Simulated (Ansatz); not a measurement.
Gas-phase reaction in SMILES: BOC -> [BH2] (BH2) + C[O] (the B-O bond at the site shown breaks; other sites are not compared here)
Structures are relaxed separately at B3LYP-D3(BJ)/def2-TZVP in Ansatz (a quantum-chemistry and plane-wave program), one conformer each, not searched for the lowest.
Geometry of the first species:
```xyz
8

B      1.2673     0.2797    -0.1845
O      0.1862    -0.3130     0.3439
C     -1.1411    -0.0162    -0.0807
H      2.3289    -0.0472     0.2489
H      1.1451     1.0981    -1.0525
H     -1.6029    -0.9336    -0.4463
H     -1.7076     0.3478     0.7766
H     -1.1430     0.7377    -0.8708
```

Property: bond dissociation energy (electronic energy difference), in eV. Correlated levels leave the core frozen unless marked. Open shells are spin-unrestricted. No spin-orbit coupling. Non-relativistic. CBS marks a two-point X^-3 extrapolation of the correlation energy; Hartree-Fock from the larger set. [CCSD(T)-MP2]/basis is that difference in the basis named.

```json
[
 {"level": "HF/cc-pVDZ", "program": "Ansatz", "bond dissociation energy (eV)": "4.67"}
]
```

Q: What does RI-MP2/CBS(aug-cc-pVTZ,aug-cc-pVQZ)+[CCSD(T)-MP2]/aug-cc-pVTZ (Ansatz) give?

A: 6.42 eV
